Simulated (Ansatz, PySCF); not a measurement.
C₂H₃BF₂, singlet, geometry from GFN2-xTB. Base run: PySCF with CASSCF(2,4)/STO-3G.

PySCF was given this input:
```python
from pyscf import gto, scf, mcscf
import numpy

mol = gto.M(
    atom='''
B    -0.071047   -0.020907    0.505902
F    -0.438169   -0.687479    1.584120
F     0.326608    1.214238    0.749074
C    -0.104421   -0.634744   -0.917439
C     0.264329    0.031348   -2.009890
H    -0.445875   -1.656961   -1.020751
H     0.235439   -0.409622   -2.993419
H     0.610265    1.050660   -1.950103
''',
    basis='sto-3g',
    charge=0,
    spin=0,
    verbose=3,
)

mf = scf.RHF(mol)
mf.kernel()
mc = mcscf.CASSCF(mf, 4, 2)
mc.fix_spin_(ss=0.0)
mc.kernel()
occ = numpy.linalg.eigvalsh(mc.fcisolver.make_rdm1(mc.ci, mc.ncas, mc.nelecas))[::-1]
ss = mc.fcisolver.spin_square(mc.ci, mc.ncas, mc.nelecas)[0]
print('natural occupations', occ.round(4), ' <S^2>', round(ss, 4))
```

Programs used: Ansatz (a quantum-chemistry and plane-wave program), PySCF; a row that names a program was run with it.

Variants of this job, named by their change:

```
change                                                ΔE vs base (kcal/mol)                           natural occupations  <S^2> of the state        outcome
----------------------------------------------------  ---------------------  --------------------------------------------  ------------------  -------------
base                                                                  0.000                           1.88 0.12 0.00 0.00                0.00      converged
orbitals = fixed (CASCI); correction = SC-NEVPT2                     -100.2                           1.89 0.11 0.00 0.00                0.00      converged
active space = 10 electrons, 8 orbitals                                   -                                             -                   -  not converged
active space = 10 electrons, 9 orbitals                              -33.66  2.00 1.98 1.98 1.98 1.88 0.12 0.02 0.02 0.02                0.00      converged
solver = newton                                                       0.000                           1.88 0.12 0.00 0.00                0.00      converged
fix_spin_ = off                                                       0.000                           1.88 0.12 0.00 0.00                0.00      converged
code = ansatz; correction = SC-NEVPT2, all electrons                 -100.0                                             -                   -      converged
orbitals = fixed (CASCI)                                               1.16                           1.89 0.11 0.00 0.00                0.00      converged
conv_tol = 1e-5                                                       0.000                           1.88 0.12 0.00 0.00                0.00      converged
active space = 4 electrons, 4 orbitals                                -7.99                           1.99 1.88 0.12 0.01                0.00      converged
correction = SC-NEVPT2                                               -100.3                           1.88 0.12 0.00 0.00                0.00      converged
```

Active orbitals are taken around the Fermi level unless the row says otherwise; CASSCF can end in different local minima, and two programs can end on different orbitals. State-averaged rows give the lowest state.
